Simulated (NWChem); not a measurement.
System meant: SnSiH$_{4}$S, singlet; SMILES [SiH3][Sn][SH]

Here is an NWChem input.

```
start job
memory heap 200 mb stack 900 mb global 1100 mb
geometry units angstroms noautoz
  Sn     0.538498    -0.171851    -0.709531
  S     -1.067391    -1.543868     0.510022
  H     -0.451790    -2.728451     0.289020
  Si    -0.914354     1.984846    -0.104269
  H     -2.121141     1.697582     0.735022
  H     -1.372394     2.655040    -1.366965
  H     -0.063440     2.982320     0.626536
end
basis spherical
  * library def2-svp
end
ecp
  Sn library def2-ecp
end
dft
  odft
  mult 2
  xc b3lyp
  iterations 150
  mulliken
end
task dft energy
```

End of the output:

```
 Summary of "ao basis" -> "" (spherical)
 ------------------------------------------------------------------------------
       Tag                 Description            Shells   Functions and Types
 ---------------- ------------------------------  ------  ---------------------
 *                          def2-svp                  on all atoms

                                 NWChem DFT Module
                                 -----------------

 Summary of "ao basis" -> "ao basis" (spherical)
 ------------------------------------------------------------------------------
       Tag                 Description            Shells   Functions and Types
 ---------------- ------------------------------  ------  ---------------------
 Sn                         def2-svp                10       26   4s4p2d
 S                          def2-svp                 8       18   4s3p1d
 H                          def2-svp                 3        5   2s1p
 Si                         def2-svp                 8       18   4s3p1d

 Summary of "ao basis" -> "ao basis" (spherical)
 ------------------------------------------------------------------------------
       Tag                 Description            Shells   Functions and Types
 ---------------- ------------------------------  ------  ---------------------
 Sn                         def2-svp                10       26   4s4p2d
 S                          def2-svp                 8       18   4s3p1d
 H                          def2-svp                 3        5   2s1p
 Si                         def2-svp                 8       18   4s3p1d

  number of electrons :                   56
  multiplicity        :                    2
 ------------------------------------------------------------------------
  no. of electrons and multiplicity not compatible                  56
 ------------------------------------------------------------------------
 ------------------------------------------------------------------------
  current input line :
    25: task dft energy
 ------------------------------------------------------------------------
 ------------------------------------------------------------------------
 There is an error in the input file
 ------------------------------------------------------------------------
 For more information see the NWChem manual at https://nwchemgit.github.io

0: no. of electrons and multiplicity not compatible:Received an Error in Communication
```

Problem. Find the fault in this run and fix the input.

Solution. The program refused the input. Cause: the multiplicity doesn't fit the number of electrons (an even count wants an odd multiplicity, and the reverse). This input runs:
```
start job
memory heap 200 mb stack 900 mb global 1100 mb
geometry units angstroms noautoz
  Sn     0.538498    -0.171851    -0.709531
  S     -1.067391    -1.543868     0.510022
  H     -0.451790    -2.728451     0.289020
  Si    -0.914354     1.984846    -0.104269
  H     -2.121141     1.697582     0.735022
  H     -1.372394     2.655040    -1.366965
  H     -0.063440     2.982320     0.626536
end
basis spherical
  * library def2-svp
end
ecp
  Sn library def2-ecp
end
dft
  xc b3lyp
  iterations 150
  mulliken
end
task dft energy
```
It converges to -904.30777 Ha (B3LYP/def2-SVP with def2 effective core potentials on Sn).
